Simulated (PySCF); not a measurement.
## Computed properties of C₂H₈FNSi₂, SMILES F[Si@@H]1CNC[SiH2]1

C2H8FNSi2, SMILES [Si@H]1(CNC[SiH2]1)F. Geometry optimised at r2SCAN-D4/def2-SVP. The structure was generated by enumeration; whether it is a known compound was not checked. Other conformers were not sampled. All values are computed for the isolated molecule unless a solvent is named; none is compared with measurement here.

**Structure.** All 36 harmonic modes at r2SCAN-D4/def2-SVP (PySCF) are real, so it is a minimum. With heavy atoms numbered as in [F:1][Si@@H:2]1[CH2:3][NH:4][CH2:5][SiH2:6]1, the shortest bond between them is N4–C5 at 1.467 Å and the longest Si2–Si6 at 2.341 Å.

**Vibrations.** The strongest infrared lines (harmonic, unscaled, degenerate partners summed) lie at 2213 cm⁻¹ (162 km/mol, H 97 %), 888 cm⁻¹ (140 km/mol, Si 38 %, F 31 %, H 26 %), 748 cm⁻¹ (125 km/mol, H 60 %, N 24 %, C 12 %). The softest mode is at 60 cm⁻¹ and the zero-point energy is 63.2 kcal/mol.

**Electronic structure.** CAM-B3LYP/def2-TZVP (PySCF) places the frontier levels at -7.49 and 0.47 eV, a gap of 7.96 eV, and gives a dipole moment of 1.62 D and a mean polarisability of 82.9 bohr³. PBE/def2-TZVP (PySCF) at the same geometry gives -5.01 and -1.43 eV, so its gap is 4.38 eV narrower. An orbital gap is neither the optical nor the fundamental gap.

**Excitations.** TDDFT-CAM-B3LYP/def2-SVPD (PySCF) has S1 at 4.70 eV (264 nm, f = 0.001, dark); the most intense of the 10 singlets computed lies at 6.52 eV (f = 0.12). T1 (TDA) is at 4.40 eV. TDDFT-PBE/def2-SVPD (PySCF) puts S1 at 3.75 eV. No vertical singlet excitation falls in the visible range (under 3.1 eV).

**NMR.** GIAO shifts at B3LYP/pcSseg-1 (PySCF) (non-relativistic, atoms alike by connectivity averaged): ¹³C from 39.8 to 44.8 ppm against TMS; ¹H from -0.6 to 5.7 ppm against TMS; ²⁹Si from -85.8 to 34.8 ppm against TMS; ¹⁹F at -232.5 ppm against CFCl3.

**Solvation.** SMD-M06-2X/def2-SVP (PySCF) gives -2.4 kcal/mol in water, -2.6 kcal/mol in n-hexane, -4.3 kcal/mol in tetrahydrofuran (1 M in both phases, gas-phase geometry); of these solvents tetrahydrofuran holds the molecule best.
